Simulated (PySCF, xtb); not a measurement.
C₂H₄F₂Si, SMILES C=C(F)[SiH2]F. One conformer was computed; it need not be the lowest.

Harmonic wavenumbers (cm⁻¹) from xtb with GFN2-xTB at its own minimum, in rising order: 47, 142, 280, 315, 381, 533, 559, 648, 711, 731, 759, 824, 896, 927, 1167, 1368, 1665, 2339, 2356, 3106, 3161.

**Question.** What does PBE-D3(BJ)/def2-SVP in PySCF give at its own minimum? (The exact figures need the calculation; the answer reports its results.)

**Answer.** 76, 137, 303, 315, 381, 635, 654, 685, 744, 827, 856, 893, 909, 941, 1197, 1317, 1650, 2191, 2198, 3089, 3200. Paired by order, the mean absolute difference is 51 cm⁻¹ and the zero-point energies are 32.8 and 33.2 kcal/mol.
